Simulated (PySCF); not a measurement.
## Mayer bond orders and bond lengths

Compound: C₆H₇ClO₂SSi.
Numbering: `[O:1]=[S:2](=[O:3])([Cl:4])[c:5]1[cH:6][cH:7][c:8]([SiH3:9])[cH:10][cH:11]1` (hydrogens: H12 on C6; H13 on C7; H14, H15, H16 on Si9; H17 on C10; H18 on C11)

Structure used (GFN2-xTB), in Å, numbered top down from 1:
```xyz
18
C6H7ClO2SSi angstrom
O      3.5545   -1.3023   -1.3097
S      3.1266   -0.0717   -0.7282
O      3.6196    1.1597   -1.2539
Cl     3.6984   -0.1312    1.2365
C      1.3697   -0.0305   -0.5380
C      0.6866   -1.2241   -0.4790
C     -0.6861   -1.1851   -0.2999
C     -1.3608    0.0272   -0.1749
Si    -3.2422    0.0815    0.0538
C     -0.6269    1.2104   -0.2374
C      0.7459    1.1911   -0.4151
H      1.2311   -2.1491   -0.5798
H     -1.2416   -2.1097   -0.2544
H     -3.8441    0.4631   -1.2248
H     -3.5477    1.0778    1.0805
H     -3.6898   -1.2497    0.4593
H     -1.1378    2.1570   -0.1420
H      1.3358    2.0920   -0.4695
```

Bond orders from the PBE0/pcSseg-1 density (PySCF). Isolated species at its GFN2-xTB geometry (one conformer only).

Q: Where do the orders between heavy atoms depart from those drawn in the SMILES?

A: The largest departure is 0.223, at O1–S2 (drawn double, 1.777) and S2–O3 (drawn double, 1.778), counting aromatic bonds as 1.5. Drawn single, order below 0.88: S2–Cl4 (0.872) and C8–Si9 (0.854). The bonds drawn aromatic range from 1.35 to 1.44.

Q: Give the Mayer order of every bond, beside its length.

A: 
```json
{"bond": "O1–S2", "drawn as": "double", "length (Å)": "1.427", "Mayer order": "1.777"}
{"bond": "S2–O3", "drawn as": "double", "length (Å)": "1.427", "Mayer order": "1.778"}
{"bond": "S2–Cl4", "drawn as": "single", "length (Å)": "2.047", "Mayer order": "0.872"}
{"bond": "S2–C5", "drawn as": "single", "length (Å)": "1.768", "Mayer order": "0.908"}
{"bond": "C5–C6", "drawn as": "aromatic", "length (Å)": "1.377", "Mayer order": "1.359"}
{"bond": "C6–C7", "drawn as": "aromatic", "length (Å)": "1.385", "Mayer order": "1.425"}
{"bond": "C7–C8", "drawn as": "aromatic", "length (Å)": "1.393", "Mayer order": "1.415"}
{"bond": "C8–Si9", "drawn as": "single", "length (Å)": "1.896", "Mayer order": "0.854"}
{"bond": "C8–C10", "drawn as": "aromatic", "length (Å)": "1.394", "Mayer order": "1.407"}
{"bond": "C10–C11", "drawn as": "aromatic", "length (Å)": "1.384", "Mayer order": "1.435"}
{"bond": "C11–C5", "drawn as": "aromatic", "length (Å)": "1.377", "Mayer order": "1.353"}
{"bond": "C6–H12", "drawn as": "single", "length (Å)": "1.078", "Mayer order": "0.954"}
{"bond": "C7–H13", "drawn as": "single", "length (Å)": "1.080", "Mayer order": "0.966"}
{"bond": "Si9–H14", "drawn as": "single", "length (Å)": "1.464", "Mayer order": "0.944"}
{"bond": "Si9–H15", "drawn as": "single", "length (Å)": "1.463", "Mayer order": "0.945"}
{"bond": "Si9–H16", "drawn as": "single", "length (Å)": "1.462", "Mayer order": "0.947"}
{"bond": "C10–H17", "drawn as": "single", "length (Å)": "1.080", "Mayer order": "0.966"}
{"bond": "C11–H18", "drawn as": "single", "length (Å)": "1.078", "Mayer order": "0.954"}
```

Bonds between the same two heavy elements. O–S: all 2 within 0.02 of one another (1.777 to 1.778). C–C: lowest C11–C5 (1.353, 1.377 Å), highest C10–C11 (1.435, 1.384 Å); in 8 of the 15 pairs the longer bond (by over 0.003 Å) has the higher order (by 0.02 or more).

Q: Sum the orders of all bonds at each heavy atom with more than one neighbour and set the sums beside the valence in the SMILES.

A: S2 5.335 (drawn 6), C5 3.620 (drawn 4), C6 3.738 (drawn 4), C7 3.806 (drawn 4), C8 3.676 (drawn 4), Si9 3.690 (drawn 4), C10 3.808 (drawn 4), C11 3.742 (drawn 4). Orders between atoms that aren't bonded are not in these sums.

Mayer orders depend on the basis set.
